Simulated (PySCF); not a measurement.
PySCF 2.14 output of an unrestricted PBE calculation on a single atom or ion in STO-3G, with the non-relativistic Hamiltonian (point nucleus):

```
SCF conv_tol = 1e-09
number electrons alpha = 15  beta = 12
    J. P. Perdew, K. Burke, and M. Ernzerhof.,  Phys. Rev. Lett. 77, 3865 (1996)
    J. P. Perdew, K. Burke, and M. Ernzerhof.,  Phys. Rev. Lett. 78, 1396 (1997)
    J. P. Perdew, K. Burke, and M. Ernzerhof.,  Phys. Rev. Lett. 77, 3865 (1996)
    J. P. Perdew, K. Burke, and M. Ernzerhof.,  Phys. Rev. Lett. 78, 1396 (1997)
cycle= 1 E= -1490.23073741881  delta_E= -0.0066  |g|= 0.0157  |ddm|= 0.103
cycle= 2 E= -1490.23083831553  delta_E= -0.000101  |g|= 0.00206  |ddm|= 0.0128
cycle= 3 E= -1490.23084007887  delta_E= -1.76e-06  |g|= 1.28e-06  |ddm|= 0.00148
cycle= 4 E= -1490.23084007887  delta_E= -4.55e-13  |g|= 1.36e-08  |ddm|= 9.5e-07
converged SCF energy = -1490.23084007887  <S^2> = 3.7500846  2S+1 = 4.0000423
```

The run itself started from symmetry-adapted Hartree-Fock orbitals and held the occupation by maximum overlap, on a logarithmic radial grid, so the iterations belong to that start.

Problem. Which element, charge and spin multiplicity is this?

Solution. Ni⁺ (nickel, charge +1), multiplicity 4; the state was [Ar] 3d8 4s1, high-spin 4F determinant (an excited configuration).

At PBE the highest occupied level has a positive energy, so only the finite basis holds that electron; for this excited configuration the basis is too tight for the outer shell.
